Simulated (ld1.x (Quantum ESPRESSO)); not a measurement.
# Building the ultrasoft potential for hydrogen (PBE, non-relativistic).

* Element: H
* Generator: ld1.x (Quantum ESPRESSO) 7.5
* Type: ultrasoft
* Functional: PBE
* Relativity: non-relativistic
* Frozen core: none
* Valence charge: 1
* Reference configuration: 1s1
* Partial waves: 1s (bound): rcut 1.15, rcutus 1.30 bohr; 1s channel at 0.2 Ry: rcut 1.15, rcutus 1.30 bohr; 2p channel at 0.15 Ry: rcut 0.80, rcutus 1.00 bohr; 2p channel at 0.5 Ry: rcut 0.80, rcutus 1.00 bohr
* Local potential: all-electron potential smoothed inside 0.85 bohr (lloc = -1)
* Core correction: none
* Augmentation charge: PSQ, inside the norm-conserving radii

All-electron outer shells of the reference configuration (PBE, non-relativistic, ld1.x):

```csv
shell,level (eV),outermost node (bohr),outermost maximum (bohr)
1s,-6.49,–,1.03
```

(1) Estimate the cutoffs (Ry, on a coarse ladder) from which the occupation-weighted sum of valence levels, in a spherical-Bessel basis at the reference potential, stays within 10 and 1 mRy of its value at 400 Ry.

(2) What does a ghost test show?

(3) Is the overlap operator S = 1 + Σ q|β⟩⟨β| positive definite (Bessel basis up to 400 Ry)?

## Answers

(1) 15 Ry and 25 Ry.

(2) No extra level below or beside the all-electron valence levels (s, p, d, f tested).

(3) Yes: its lowest eigenvalue is 0.97 (p channel).
